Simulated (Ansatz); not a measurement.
Reaction (atomization): `C[S][SnH]([Cl])[Cl]` → C• + 2 Cl• + 4 H• + S• + Sn•

Program: Ansatz. Geometries: PBE0-D4/def2-TZVP. ΔE: electronic, gas phase. CBS: MP2 limit from def2 TZ/QZ plus the TZ coupled-cluster correction, frozen cores. This one scheme is used for every species, atoms too. DFT in def2-TZVPP. B3LYP here is the variant with VWN-RPA as its local correlation; programs differ in this. No spin–orbit coupling; open shells (•) take unrestricted orbitals. Spin–orbit coupling would lower the free atoms: a little for C, Cl, S; strongly for Sn. Elements past krypton have def2 core potentials. Bonds to Sn are less sure, by a few kJ/mol each and by 10 to 20 or more in all where they break to atoms, as the def2 sets lack core-valence functions. Each species was taken in one conformer, which may not be the lowest.

`C[S][SnH]([Cl])[Cl]`:

```xyz
9

C    -0.896    1.341   -0.179
S     0.283    0.963    1.154
Sn    0.981   -1.173    0.431
Cl    1.804   -0.991   -1.733
Cl   -0.893   -2.524    0.197
H    -1.711    0.619   -0.196
H    -1.297    2.327    0.051
H    -0.396    1.375   -1.146
H     2.125   -1.937    1.421
```

CCSD(T)/CBS gives +29.16 eV.

Another level gave +28.03 eV. Which?
A. B3LYP/def2-TZVPP
B. PBE-QIDH/def2-TZVPP
C. BHLYP-D4/def2-TZVPP
D. CCSD(T)/def2-TZVPP

C. BHLYP-D4 28.03, B3LYP 28.15, CCSD(T)/def2-TZVPP 28.10, PBE-QIDH 28.79 eV.

Largest T1 diagnostic among the species: 0.011.

In def2-TZVPP, CCSD(T) changes the Hartree–Fock value by +7.29 eV (the triples alone add +0.56 eV) and MP2 by +7.70 eV; breaking electron pairs costs correlation energy, which Hartree–Fock lacks. From PBE to PBE0 (25 % exact exchange), in def2-TZVPP and without D4, ΔE moves by −0.35 eV: exact exchange takes away binding that semilocal exchange gives to molecules.

For atomizations the MP2-based limit and the directly extrapolated one differ by several kJ/mol either way, and by 10 to 25 for some Ge, Se and Sn compounds, so smaller differences from it don't rank the levels.
